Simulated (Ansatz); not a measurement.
Calculated with Ansatz (gas phase, PBE0-D4/def2-TZVP geometries, no zero-point term in ΔE). CCSD(T)/CBS adds triple-zeta CCSD(T) − MP2 to the extrapolated MP2 energy (def2 sets, frozen cores). This one scheme is used for every species. DFT in def2-TZVPP. Each species was taken in one conformer, which may not be the lowest.

Reaction (ligand exchange at a B–O bond): `COB(C)N` + H₂S → `CB(N)S` + CH₃OH

| level | ΔE (kJ/mol) |
| --- | --- |
| LDA (SPW92) | 54.7 |
| LC-ωPBE | 50.7 |

Q: What does CCSD(T)/CBS give? (An estimate is asked.)

A: Ansatz gave: +51.9 kJ/mol. The listed levels differ from it by 2.8, -1.2 kJ/mol.

Largest T1 diagnostic among the species: 0.011.

Leaving LDA and LC-ωPBE aside and taking each functional with its dispersion term where it has one, the values, not all of them listed here, spread over 18.7 kJ/mol, from revPBE-D4 to CAM-B3LYP-D4. LDA lies +10.8 kJ/mol from PBE without D4. From BLYP to BHLYP (50 % exact exchange), in def2-TZVPP and without D4, ΔE moves by +6.5 kJ/mol. In def2-TZVPP, CCSD(T) changes the Hartree–Fock value by −8.0 kJ/mol (the triples alone add −2.0 kJ/mol) and MP2 by −12.3 kJ/mol.

CCSD(T)/CBS has its own doubt, a few kJ/mol and more with outer-core shells, so smaller differences from it don't rank the levels.
